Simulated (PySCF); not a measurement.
Nb(S)(F)(NH2)2 (FH4N2NbS), SMILES [NH2][Nb]([F])([NH2])=[S], multiplicity 1. Geometry: r2SCAN-D4/def2-SVP. The spin state was assumed, not searched. The structure was generated by enumeration; whether it is a known compound was not checked. The def2 effective core potentials stand for the cores of Nb; spin–orbit coupling is left out. The values are those of a single conformer.

Give the equilibrium geometry at r2SCAN-D4/def2-SVP (PySCF confirms it by a frequency run) as bond lengths and angles, and its point group. (Estimate from the structure and the level; the computed values follow.)

Several could match; the one computed here: point group Cs.
Atoms: Nb1 S2 F3 N4 H5 H6 N7 H8 H9. Bonds (Å): Nb1–S2 2.158, Nb1–F3 1.884, Nb1–N4 1.962, Nb1–N7 1.962, N4–H5 1.021, N4–H6 1.019, N7–H8 1.019, N7–H9 1.021. Bond angles (°): S2–Nb1–F3 113.9, S2–Nb1–N4 108.1, S2–Nb1–N7 108.1, F3–Nb1–N4 107.9, F3–Nb1–N7 107.9, N4–Nb1–N7 110.9, Nb1–N4–H5 124.2, Nb1–N4–H6 126.1, H5–N4–H6 109.6, Nb1–N7–H8 126.1, Nb1–N7–H9 124.2, H8–N7–H9 109.6.
Charge 0, spin multiplicity 1.
